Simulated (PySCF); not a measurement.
# From orbital energies to excitation energies

Compound: Ge(eta1-allyl)2H2, C6H12Ge.
Z-matrix (Å and degrees, PBE0-D3(BJ)/def2-SVP geometry), rows numbered from 1:
```
Ge
C   1  1.9742
C   2  1.4889  1  111.65
C   3  1.3361  2  125.80  1   105.35
H   2  1.1028  1  106.76  3  -121.78
H   2  1.1016  1  107.78  3   122.69
H   3  1.0979  2  115.88  1   -72.47
H   4  1.0951  3  121.56  2     1.99
H   4  1.0927  3  121.35  2  -178.08
C   1  1.9742  2  110.27  3   175.67
C  10  1.4892  1  111.52  2   176.00
C  11  1.3361 10  125.72  1   103.66
H  10  1.1024  1  107.02  2    54.06
H  10  1.1017  1  107.52  2   -61.52
H  11  1.0979 10  115.87  1   -74.14
H  12  1.0951 11  121.53 10     2.04
H  12  1.0927 11  121.35 10  -178.02
H   1  1.5430  2  109.72  3    55.59
H   1  1.5430  2  109.17  3   -63.57
```

The calculation used PySCF 2.14.0, density-fitted response routines, TDDFT CAM-B3LYP/def2-SVPD, vertical, gas phase, core orbitals frozen in the response. Relativistic effects, spin–orbit coupling among them, are left out although an element past zinc is present.

Orbital energies (eV): HOMO-3 -10.68, HOMO-2 -10.45, HOMO-1 -8.70, HOMO -8.04, LUMO 0.94, LUMO+1 1.19, LUMO+2 1.54.

Computed singlets:

```csv
state,E (eV),f
S1,6.41,0.790
S2,6.61,0.145
S3,6.72,0.0028
S4,6.97,0.017
S5,7.25,0.0089
S6,7.38,0.0068
S7,7.39,0.039
S8,7.50,0.0028
S9,7.62,0.025
S10,7.69,0.068
S11,7.84,0.026
S12,8.06,0.057
S13,8.12,0.012
S14,8.15,0.041
S15,8.20,0.017
```

Q: Assign a leading configuration to S1, S2 and S3 and set E beside the orbital difference Δε.

A: 

| state | leading configuration | weight | Δε (eV) | E (eV) | E − Δε (eV) | f | other configurations |
| --- | --- | --- | --- | --- | --- | --- | --- |
| S1 | HOMO→LUMO | 0.79 | 8.98 | 6.41 | -2.57 | 0.790 | H→L+1 (10%) |
| S2 | HOMO→LUMO+1 | 0.76 | 9.23 | 6.61 | -2.62 | 0.145 | H-1→L+2 (11%), H→L (8%) |
| S3 | HOMO→LUMO+2 | 0.67 | 9.58 | 6.72 | -2.86 | 0.0028 | H-1→L+1 (16%) |

E − Δε runs from -2.86 to -2.57 eV. Among themselves, these states come in the order of their orbital differences.

H and L stand for HOMO and LUMO. The other states: S4 6.97 eV, f 0.017, H-1→L (49%), H→L+3 (40%); S5 7.25 eV, f 0.0089, H→L+6 (24%), H-1→L+2 (23%), H→L+4 (20%); S6 7.38 eV, f 0.0068, H→L+5 (36%), H-1→L+1 (25%), H→L+4 (12%); S7 7.39 eV, f 0.039, H→L+4 (49%), H→L+6 (16%); S8 7.50 eV, f 0.0028, H-1→L+1 (39%), H→L+5 (27%), H-1→L+6 (11%); S9 7.62 eV, f 0.025, H→L+7 (40%), H-1→L+5 (30%), H→L+6 (13%); S10 7.69 eV, f 0.068, H-1→L (31%), H→L+3 (20%), H-1→L+4 (13%); S11 7.84 eV, f 0.026, H→L+8 (42%), H→L+3 (14%), H-1→L (11%); S12 8.06 eV, f 0.057, H-1→L+3 (31%), H-4→L (27%), H-5→L+3 (9%); S13 8.12 eV, f 0.012, H-1→L+2 (34%), H-1→L+8 (21%), H→L+6 (16%); S14 8.15 eV, f 0.041, H-1→L+4 (47%), H→L+11 (14%), H-1→L+6 (9%); S15 8.20 eV, f 0.017, H→L+9 (60%), H-4→L (9%).

Q: Pair triplets and singlets of the same leading configuration (75% or more in both) and give the splittings.

A: 

```
configuration  triplet  E(T) (eV)  singlet  E(S) (eV)  E(S) − E(T) (eV)
  HOMO→LUMO+1       T3       6.49       S2       6.61             +0.12
```

The 4 triplets are Tamm–Dancoff values, the singlets full response.

Summed over the main configurations (up to three a state, each over 8%) of all 15 singlets, the electron leaves HOMO with weight 6.82, HOMO-1 with weight 4.02, HOMO-4 with weight 0.36 and HOMO-5 with weight 0.09.

On Arm Neoverse V1, one thread, no GPU (shared host), this took 1.8 min (grids of density and orbitals included) and 1.5 GiB of memory at its peak.

One conformer stands for the species.
